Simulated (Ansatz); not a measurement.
`BO[SiH2]F` → B• + F• + 4 H• + O• + Si•  (atomization)

Calculated with Ansatz (gas phase, PBE0-D4/def2-TZVP geometries, no zero-point term in ΔE). CCSD(T)/CBS adds triple-zeta CCSD(T) − MP2 to the extrapolated MP2 energy (def2 sets, frozen cores). This one scheme is used for every species, atoms too. DFT in def2-TZVPP. Open shells (•) are unrestricted, without spin–orbit coupling. Spin–orbit coupling would lower the free atoms: a little for B, F, O, Si. Each species was taken in one conformer, which may not be the lowest.

CCSD(T)/CBS gives +3048.6 kJ/mol.

(1) Another level gave +3046.4 kJ/mol. Which?
A. HF/def2-TZVPP
B. r2SCANh-D4/def2-TZVPP
C. r2SCAN-D4/def2-TZVPP
D. PBE0-D4/def2-TZVPP

(2) What do rigid-rotor, harmonic-oscillator terms from PBE0-D4/def2-TZVP frequencies (298.15 K, 1 bar) make of the CCSD(T)/CBS value? (An estimate is asked.)

Largest T1 diagnostic among the species: 0.014.

## Answers

(1) C. r2SCAN-D4 3046.4, PBE0-D4 3000.5, HF/def2-TZVPP 2343.5, r2SCANh-D4 3026.5 kJ/mol.

(2) Ansatz gave: ΔZPE = -121.4 kJ/mol, ΔH = +2959.5 kJ/mol, ΔS = 789 J/(mol·K), ΔG = +2724.3 kJ/mol. Open shells count their whole term as degenerate.

Leaving LDA and LC-ωPBE aside and taking each functional with its dispersion term where it has one, the values, not all of them listed here, spread over 96.5 kJ/mol, from revPBE-D4 to CAM-B3LYP-D4. LDA lies +378.4 kJ/mol from PBE without D4, its usual overbinding. The D4 term adds +19.7 kJ/mol with B3LYP and +10.2 kJ/mol with PBE0; it sums over pairs of atoms, weighted by their polarisabilities, and B3LYP, whose exchange is more repulsive, gets the larger term. In def2-TZVPP, CCSD(T) changes the Hartree–Fock value by +626.4 kJ/mol (the triples alone add +33.4 kJ/mol) and MP2 by +696.3 kJ/mol; breaking electron pairs costs correlation energy, which Hartree–Fock lacks.

B3LYP here is the variant with VWN-RPA as its local correlation; programs differ in this.

For atomizations the MP2-based limit and the directly extrapolated one differ by several kJ/mol either way, and by 10 to 25 for some Ge, Se and Sn compounds, so smaller differences from it don't rank the levels.
